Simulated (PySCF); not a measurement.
Wall times of GIAO shielding runs at PBE0/pcSseg-1 with PySCF (density fitting, gas phase, population analyses included), each on 1 thread of an Arm Neoverse V1, shared host:

| SMILES | atoms | basis functions | SCF cycles | wall time (s) |
| --- | --- | --- | --- | --- |
| CCCCF | 14 | 130 | 12 | 11 |
| Fc1cc(F)c(F)cc1F | 12 | 180 | 13 | 22 |
| C=C(C)COC(=O)OC | 19 | 203 | 14 | 33 |
| CC[C@@H]1O[C@@H](OC)C1=O | 19 | 203 | 15 | 34 |
| C#CC[PH+](CC)CC | 22 | 213 | 14 | 49 |
| C[SiH2][Si@H](C(C)C)C(F)(F)F | 23 | 249 | 12 | 100 |

Q: How does the time grow with the number of basis functions N?

A: A log–log fit gives t ∝ N^3.3 over this range; fixed costs weigh on the small cases, and a shared host adds scatter.

Q: Estimate size and time for `COC1=CCC[S@@]1=O`, `C=C/C=C(/F)CF`, `C=C[P@@H+](C)C1CCC1`, `C[S@@+]([AlH3-])Cc1ccco1`.

A: COC1=CCC[S@@]1=O: 183 functions, 25 s measured (the fit gives 28 s); C=C/C=C(/F)CF: 149 functions, 15 s measured (the fit gives 14 s); C=C[P@@H+](C)C1CCC1: 213 functions, 44 s measured (the fit gives 46 s); C[S@@+]([AlH3-])Cc1ccco1: 222 functions, 46 s measured (the fit gives 53 s).
